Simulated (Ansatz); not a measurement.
Basis-set extrapolation for BH₉Si₃, SMILES `B[SiH2][SiH2][SiH3]` (PBE0-D4/def2-TZVP geometry, frozen core, the Gaussian-basis code of Ansatz). Multiplicity 1, RHF reference.

|  | def2-TZVPP | def2-QZVPP |
| --- | --- | --- |
| HF | -896.717268 | -896.745150 |
| MP2 correlation | -0.483098 | -0.516943 |
| CCSD(T) correlation | -0.584956 | not run |

Energies in hartree. Use E(X) = E(∞) + A·exp(−7.88·√X) for Hartree–Fock and E(X) = E(∞) + B·X^(−2.97) for correlation, with X = 3 and 4, and add CCSD(T) minus MP2 of the smaller set to the MP2 limit.

Task: What is the CCSD(T) energy at the basis-set limit?

Result: HF limit: -896.745150 + (-0.027882) × 0.13774 = -896.74899. MP2 limit: -0.516943 + (-0.033845) × 0.74074 = -0.54201. Higher-order term: -0.584956 − (-0.483098) = -0.10186. Total: -897.39286 hartree, 2.47 eV below CCSD(T)/def2-TZVPP.
